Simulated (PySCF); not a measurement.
**Working out the ionisation energy of S²⁺**

S²⁺ [Ne] 3s2 3p2 (3P) → S³⁺ [Ne] 3s2 3p1 (2P). Calculation: PySCF 2.14, in jorge-DZP-DKH; scalar relativity by spin-free X2C-1e. Frozen: [Ne]. Energies in hartree (1 hartree = 27.21139 eV):

```
            part  S²⁺ (lower)  S³⁺ (upper)
             UHF  -397.403983  -396.150052
CCSD correlation    -0.074893    -0.061696
             (T)    -0.000884    -0.000575
```

**Question.** What does Hartree-Fock give?

**Answer.** (-396.150052) − (-397.403983) = 1.253931 hartree = 34.121 eV.

**Question.** What do CCSD and CCSD(T) give?

**Answer.** The CCSD correlation energies differ by 0.013197 hartree = 0.359 eV and the triples by 0.000309 hartree = 0.008 eV, so CCSD gives 34.480 eV and CCSD(T) 34.488 eV.

Reference: 34.86 ± 0.04 eV (semi-empirical (NIST evaluation); NIST Atomic Spectra Database, ionization energies), between the lowest levels; spin-orbit coupling is absent from the calculation.

A double-zeta basis recovers only part of the correlation energy.

What remains against the reference includes basis incompleteness, the frozen core and higher excitations.
